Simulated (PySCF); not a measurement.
## SbTe⁺: from constants to spectrum

RHF-CCSD(T) constants of SbTe⁺, ¹Σ⁺ (singlet), closed shell (basis Sb def2-TZVPPD with ECP28, Te def2-TZVPPD with ECP28; scalar-relativistic core potentials; PySCF 2.14; masses 120.9038 and 129.9062 u):

| Item | Value |
| --- | --- |
| ωe | 280.0 cm⁻¹ |
| ωexe | 0.546 cm⁻¹ |
| Be | 0.043703 cm⁻¹ |
| αe | 0.000102 cm⁻¹ |
| D (centrifugal) | 4.26e-09 cm⁻¹ |
| De to Sb⁺ + Te | 4.47 eV |

Task: Give the band origin of the fundamental and the first lines of its P and R branches.

Result: ν0 = ωe − 2ωexe = 278.9 cm⁻¹, B0 = 0.043652, B1 = 0.043550 cm⁻¹.

```json
{"J″": "0", "P(J″) − ν0": "", "R(J″) − ν0": "0.087"}
{"J″": "1", "P(J″) − ν0": "-0.087", "R(J″) − ν0": "0.174"}
{"J″": "2", "P(J″) − ν0": "-0.175", "R(J″) − ν0": "0.261"}
{"J″": "3", "P(J″) − ν0": "-0.263", "R(J″) − ν0": "0.347"}
{"J″": "4", "P(J″) − ν0": "-0.350", "R(J″) − ν0": "0.433"}
{"J″": "5", "P(J″) − ν0": "-0.439", "R(J″) − ν0": "0.520"}
{"J″": "6", "P(J″) − ν0": "-0.527", "R(J″) − ν0": "0.605"}
```

Task: Near which J would the R branch turn back, without centrifugal distortion?

Result: At J ≈ (B0 + B1)/(2(B0 − B1)) − 1 ≈ 430.

Correlated steps freeze 8 core orbitals. These are scalar-relativistic numbers at best; spin–orbit coupling would shift them, the dissociation energy most. For an ion De counts to the pair picked by the measured ionisation energies or electron affinities, which need not be the lowest pair at this level. Where the molecule has an RHF reference, its open-shell atoms are computed with UHF.
